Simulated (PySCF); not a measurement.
CuO⁻: frontier orbitals

PBE0 at R = 1.682 Å; PySCF, scalar-relativistic core potentials, basis sets Cu aug-cc-pVDZ-PP with ECP10, O aug-cc-pVDZ. State: ¹Σ⁺ (singlet), closed shell. Only the outer orbitals are listed, counted within each symmetry, core potentials removing the inner ones.

```json
{"orbital": "5σ", "occ.": "2", "ε (eV)": "-3.48", "on Cu (%)": "57", "main shells (%)": "55 Cu d, 38 O p"}
{"orbital": "2π", "occ.": "2", "ε (eV)": "-3.32", "on Cu (%)": "83", "main shells (%)": "83 Cu d, 17 O p"}
{"orbital": "2π", "occ.": "2", "ε (eV)": "-3.32", "on Cu (%)": "83", "main shells (%)": "83 Cu d, 17 O p"}
{"orbital": "1δ", "occ.": "2", "ε (eV)": "-2.38", "on Cu (%)": "100", "main shells (%)": "100 Cu d"}
{"orbital": "1δ", "occ.": "2", "ε (eV)": "-2.36", "on Cu (%)": "100", "main shells (%)": "100 Cu d"}
{"orbital": "6σ", "occ.": "2", "ε (eV)": "-0.65", "on Cu (%)": "79", "main shells (%)": "53 Cu s, 25 Cu d, 23 O p"}
{"orbital": "3π", "occ.": "2", "ε (eV)": "-0.10", "on Cu (%)": "23", "main shells (%)": "77 O p, 16 Cu d"}
{"orbital": "3π", "occ.": "2", "ε (eV)": "-0.10", "on Cu (%)": "23", "main shells (%)": "77 O p, 16 Cu d"}
{"orbital": "7σ", "occ.": "0", "ε (eV)": "2.45", "on Cu (%)": "84", "main shells (%)": "38 Cu p, 36 Cu s, 12 O p"}
{"orbital": "4π", "occ.": "0", "ε (eV)": "3.38", "on Cu (%)": "103", "main shells (%)": "102 Cu p"}
{"orbital": "4π", "occ.": "0", "ε (eV)": "3.38", "on Cu (%)": "103", "main shells (%)": "102 Cu p"}
```

Problem. Which are the highest filled and the lowest empty level, where do they sit, and how wide is the gap?

Solution. Highest filled 3π at -0.10 eV (in %: 77 O p, 16 Cu d); lowest empty 7σ at 2.45 eV (in %: 38 Cu p, 36 Cu s, 12 O p); the gap at PBE0 is 2.55 eV. An empty level above zero is unbound, and its energy depends on the basis.

The bond order (Mayer) is 1.60. The ⟨S²⟩ is 0.000, the charge on Cu (Mulliken, basis-dependent) is -0.17 and the charge on Cu (Löwdin, basis-dependent) is -0.16. The dipole moment (positive dipole points towards O; it is taken about the centre of mass and depends on that origin) is -4.94 D and the polarisability along the bond is 94.7 bohr³. The polarisability across the bond is 80.2 bohr³.

Shares are Mulliken populations and can fall outside 0 to 100 %.
